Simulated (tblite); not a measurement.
C₅H₆OP₂.
Z-matrix (Å and degrees, GFN2-xTB geometry), rows numbered from 1:
```
C 
O   1  1.4061
C   2  1.3646  1  120.11
C   3  1.3855  2  122.68  1    -0.71
P   4  1.7323  3  128.29  2   179.64
C   5  1.7231  4  103.73  3    -0.24
P   6  1.7304  5  130.70  4     0.59
C   3  1.3945  2  112.33  1   179.32
H   1  1.0949  2  111.68  3   -60.82
H   1  1.0949  2  111.69  3    62.21
H   1  1.0889  2  105.42  3  -179.27
H   4  1.0821  3  118.25  2    -0.25
H   6  1.0858  5  114.55  4  -179.62
H   8  1.0834  3  114.85  2     0.36
```

Computed values, GFN2-xTB/tblite, gas phase, harmonic and unscaled. Against measured fundamentals such values can be off by several per cent, at times by over 20. One conformer, not necessarily the lowest.

Harmonic wavenumbers (cm⁻¹): 82.6, 151.5, 198.4, 231.0, 256.4, 307.5, 347.7, 381.8, 446.0, 569.1, 585.9, 736.7, 767.2, 774.1, 813.3, 829.7, 913.3, 986.5, 996.3, 1109.3, 1119.7, 1156.4, 1167.5, 1192.8, 1277.6, 1400.6, 1430.7, 1461.1, 1472.9, 1482.7, 2931.5, 2944.1, 3008.2, 3027.1, 3048.5, 3059.5.

A = 2443, B = 1133, C = 778.1 MHz; mass 143.989 u (most abundant isotopes); point group Cs, symmetry number 1.

**Question.** What is the zero-point energy?

**Answer.** Half the sum of the wavenumbers: 21333 cm⁻¹ = 255.19 kJ/mol.

**Question.** Entropy at 298.15 K, 1 bar (ideal gas, RRHO, classical rotation)?

**Answer.** Translation 170.84, rotation 122.97, vibration 80.99: S = 374.8 J/(mol K).

**Question.** And Cp and H(298.15 K) − H(0)?

**Answer.** Cp = 133.65 J/(mol K), of which vibrations give 100.39 (their classical limit is 36 R = 299.3); H(298.15 K) − H(0) = 24.02 kJ/mol without the zero-point energy, 14.10 from vibrations.

**Question.** What must be added to the electronic energy to get the Gibbs energy at 298.15 K and 1 bar?

**Answer.** ZPE + [H(298.15 K) − H(0)] − T·S = 255.19 + 24.02 − 111.75 = 167.46 kJ/mol.

**Question.** How do the functions run with temperature in this model?

**Answer.** 
```tsv
T (K)	S (J/(mol K))	Cp (J/(mol K))	H − H(0) (kJ/mol)	G − H(0) (kJ/mol)	ln q(vib)
150	302.7	81.7	8.04	-37.37	1.38
250	352.8	117.0	17.98	-70.21	3.14
400	418.7	165.8	39.31	-128.17	6.03
600	495.4	212.3	77.47	-219.78	9.92
900	590.1	253.6	147.94	-383.15	15.45
```

q(vib) and H(0) count from the zero-point level.

**Question.** Blend soft modes into free rotors: weight 1/[1 + (100 cm⁻¹/ν̃)⁴] for the oscillator and the rest for a rotor with moment μB/(μ + B), μ = h/(8π²ν), B = 10⁻⁴⁴ kg m². What vibrational entropy results?

**Answer.** 78.72 J/(mol K) in place of 80.99, which changes −T·S at 298.15 K by +0.68 kJ/mol.

Hindered rotation and anharmonicity are outside this model. Other conformers, if any are populated, would add a mixing term that is left out.

Run on one thread, Arm Neoverse V2 (shared host). The figure is for the frequency step alone.
